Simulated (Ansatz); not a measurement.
W₂O₆: single points at one geometry.

```yaml
crystal:
  periodic: [false, false, false]
  atoms:
    - {symbol: W, position_ang: [-1.274253, -0.552912, -0.431788]}
    - {symbol: W, position_ang: [1.274208, 0.552906, 0.431806]}
    - {symbol: O, position_ang: [-2.574662, 0.357887, -1.105658]}
    - {symbol: O, position_ang: [2.574743, -0.357929, 1.105395]}
    - {symbol: O, position_ang: [0.480586, -0.186312, -1.179587]}
    - {symbol: O, position_ang: [1.713466, 2.218660, 0.347775]}
    - {symbol: O, position_ang: [-1.713538, -2.218640, -0.347566]}
    - {symbol: O, position_ang: [-0.480559, 0.186351, 1.179613]}
basis:
  gaussian: {orbitals: def2-SVP, initial_orbitals: start.molden}
hamiltonian: {xc: pbe, dispersion: d4}
scf: {omitted_lower_state_checks: [starts]}
output: {orbitals: {seedname: orbitals}}
```

The file start.molden holds the orbitals of an earlier run on this structure, at another level or in another basis.

```sh
$ ansatz run in.yaml --threads 4 --pin off --events-out ev --progress --plain --max-ram 8704MiB
```

Shortened log:

```
Functional definition: PBE
1472 factors; their error is unknown
mean field evaluation 1: about -15922.6463 eV, gradient 4.0e1 eV
mean field evaluation 2: about -15923.6873 eV, gradient 1.4e0 eV
mean field evaluation 4: about -15923.6162 eV, gradient 2.0e-1 eV
mean field -15923.61619301 eV, -585.1821016784 hartree, gradient 4.8e-5 eV, S^2 0.000000; 0 other end points of the search recorded, 0 dependent functions left out
reference -15923.61626678 eV, -585.1821043896 hartree; 38, 38 occupied and 110, 110 virtual orbitals, 1472 factors
Total energy: -15923.93051028 eV, -585.1936526252 hartree
Checks for a lower state left out: starts
```

Run time 1 s (4 threads of Intel Xeon 6975P-C on a shared host).

First input, but with `hamiltonian: {xc: {text: "exchange = 0.60*pbe_x + 0.40*exact_x\ncorrelation = pbe_c"}}` (abridged; 1.6 s):

```
Functional definition: unnamed
mean field -15915.22217481 eV, -584.8736271993 hartree, gradient 2.4e-5 eV, S^2 0.000000
Total energy: -15915.22222181 eV, -584.8736289266 hartree
Checks for a lower state left out: starts
```

First input, but with `gaussian: {orbitals: def2-TZVPD, initial_orbitals: start.molden}`, `hamiltonian: {xc: pbe0, dispersion: d4}` (abridged; 4.6 s):

```
Functional definition: PBE0
mean field -15934.56417420 eV, -585.5844325665 hartree, gradient 1.4e-5 eV, S^2 0.000000
Total energy: -15934.83472847 eV, -585.5943752524 hartree
Checks for a lower state left out: starts
```

Geometry: PBE-D4/def2-SVP.

In the def2 sets W takes a core potential; there is no spin–orbit coupling. The structure comes from a short search, and lower isomers may exist.
